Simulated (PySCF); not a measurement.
**Two-component Hartree-Fock for Sm⁵⁰⁺ (samarium, charge +50)**

Start: [Ne] 3s2. Calculated with PySCF 2.14 in an uncontracted even-tempered set (18 s from 13 bohr⁻², ratio 2.4; 14 p from 17 bohr⁻², ratio 2.4; 4 d from 56 bohr⁻², ratio 2.6; 4 f from 84 bohr⁻², ratio 2.6): generalised Hartree-Fock with the X2C-1e Hamiltonian and a Gaussian nucleus; one run each with spin-orbit coupling (SO) switched off, then screened by Boettger's factors.

| spinor shell | electrons | ε, spin-free (eV) | ε, screened SO (eV) | weight of nominal j (screened SO) | rms radius, screened SO (bohr) |
| --- | --- | --- | --- | --- | --- |
| 1s1/2 | 2 | -50726.2 | -50720.4 | 1.000 | 0.0259 |
| 2s1/2 | 2 | -11244.7 | -11243.2 | 1.000 | 0.103 |
| 2p1/2 | 2 | -10422.7 | -10861.4 | 1.000 | 0.0881 |
| 2p3/2 | 4 | -10422.7 | -10234.3 | 1.000 | 0.0939 |
| 3s1/2 | 2 | -4551.5 | -4551.3 | 1.000 | 0.246 |

```tsv
quantity	spin-free	screened SO
E (hartree)	-7839.09739	-7843.89652
M_J	0	0
⟨J²⟩	0.000	0.000
⟨L²⟩	0.000	0.015
⟨S²⟩	0.000	0.015
```

Breit and QED terms are absent; they matter most for the inner s and p1/2 levels.

Densities and radii are taken from the X2C orbitals without a picture-change correction, which distorts them close to the nucleus.

Without spin-orbit coupling the j labels of p, d and f shells carry no meaning; the spin-free column gives the mean over the occupied spinors of each nl shell.
